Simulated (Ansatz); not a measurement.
# Cost against result

Saddle point of SiNH7ClF, closed shell (SiH₃Cl ([SiH3][Cl]) + NH₃ + HF → SiH₂ClF ([F][SiH2][Cl]) + NH₃ + H₂; bonds formed: Si1–F7, H2–H8, H6–N9; bonds broken: Si1–H2, H6–F7, H8–N9), PBE0-D4/def2-TZVP structure:

```xyz
11
angstrom
Si -0.0417 1.4102 -0.6493
H -0.6489 -0.1217 -0.6313
H 0.9658 1.1489 -1.7074
H 0.0065 2.8337 -0.2215
Cl -1.9083 1.7210 -1.6883
H 0.7477 -0.9860 1.3948
F 0.7067 0.9385 0.7949
H -0.2841 -0.8730 0.0161
N 0.1925 -1.6427 0.8476
H -0.5202 -2.0804 1.4208
H 0.7840 -2.3485 0.4237
```

Barriers are electronic and count from the start structure reached by relaxing down the imaginary mode.

Computed with Ansatz 0.2.0 (basis: as named in each row); correlated methods freeze the cores. B3LYP uses VWN-RPA correlation. Extrapolation: Hartree–Fock as exp(−7.88 √X), correlation as X^−2.97.

Times are rough, for one single point on 4 threads of a shared host (Arm Neoverse V2).

The estimate by CCSD(T) at an estimated basis limit (MP2 extrapolated from triple and quadruple zeta, plus CCSD(T) − MP2 in triple zeta) is 93.1 kJ/mol.

```tsv
method	basis	time (s)	barrier (kJ/mol)	method less estimate
HF	STO-3G	under 1	267.6	174.4
PBE-D4	STO-3G	under 1	112.3	19.2
SPW92	def2-SVP	under 1	38.6	-54.6
B3LYP-D4	6-31G	under 1	84.6	-8.5
PBE-D4	def2-SVP	under 1	64.0	-29.1
PBE0-D4	def2-SVP	under 1	77.9	-15.2
SPW92	def2-TZVPP	1	42.6	-50.6
PBE-D4	def2-TZVPP	2	67.7	-25.5
BLYP-D4	def2-TZVPP	2	78.0	-15.2
B3LYP-D4	def2-TZVPP	2	84.9	-8.2
BHLYP-D4	def2-TZVPP	3	96.5	3.4
PBE0-D4	def2-TZVPP	3	78.0	-15.2
CAM-B3LYP-D4	def2-TZVPP	3	88.0	-5.2
CCSD(T)	def2-SVP	4	109.9	16.7
r2SCAN-D4	def2-TZVPP	4	67.5	-25.7
wB97M-V	def2-SVP	4	85.8	-7.4
r2SCAN0-D4	def2-TZVPP	4	77.4	-15.7
B2PLYP	def2-TZVPP	5	92.2	-0.9
RPA on PBE	def2-TZVPP	5	101.7	8.6
PBE-QIDH	def2-TZVPP	5	88.2	-4.9
wB97X-V	def2-TZVPP	6	90.8	-2.3
B97M-V	def2-TZVPP	7	68.9	-24.3
wB97M-V	def2-TZVPP	8	88.6	-4.5
MP2	def2-QZVPP	20	90.5	-2.7
CCSD(T)	def2-TZVPP	130	98.8	5.7
```

All methods are single points on the PBE0-D4 structures.

No T1 diagnostic of these runs exceeds 0.011.

Labels in which every atom is bracketed show which atoms are joined, not bond orders.
